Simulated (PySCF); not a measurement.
## Si+ (silicon, charge +1) across methods

[Ne] 3s1 3p1 3d1, one real determinant (an excited configuration). Calculation: PySCF 2.14, in aug-cc-pV(T+d)Z with one added diffuse shell each of s, p, d, f type (7s6p5d3f, 71 functions); no relativity, point nucleus. The B2PLYP total includes its PT2 part (frozen core); its orbital energies are those of the SCF part.

```csv
method,E (hartree),mean ε 3s α (eV),mean ε 3p α (eV),mean ε 3d α (eV),Σ⟨r²⟩ (bohr²),⟨S²⟩
B2PLYP,-288.4293,-25.416,-17.275,-6.833,29.83,3.750
LDA,-287.3923,-22.509,-14.780,-6.000,28.33,3.750
PBE,-288.4151,-22.414,-14.811,-6.107,28.16,3.750
r2SCAN,-288.5351,-22.851,-15.130,-6.042,28.28,3.750
UHF,-288.07474,-28.201,-19.720,-7.542,31.33,3.750
r2SCAN0,-288.5260,-24.250,-16.308,-6.500,28.79,3.750
PBE0,-288.4353,-23.947,-16.094,-6.580,28.63,3.750
```

(1) Estimate the same row for revPBE.

⟨L²⟩ = 8.01 against 12 for a pure F term, so this real determinant mixes terms. The outer electron is Rydberg-like, and this basis confines it to a smaller radius and binds it less than a complete one would.

## Answers

(1) E (hartree) = -288.5121; mean ε 3s α (eV) = -22.368; mean ε 3p α (eV) = -14.804; mean ε 3d α (eV) = -6.135; Σ⟨r²⟩ (bohr²) = 28.14; ⟨S²⟩ = 3.750.
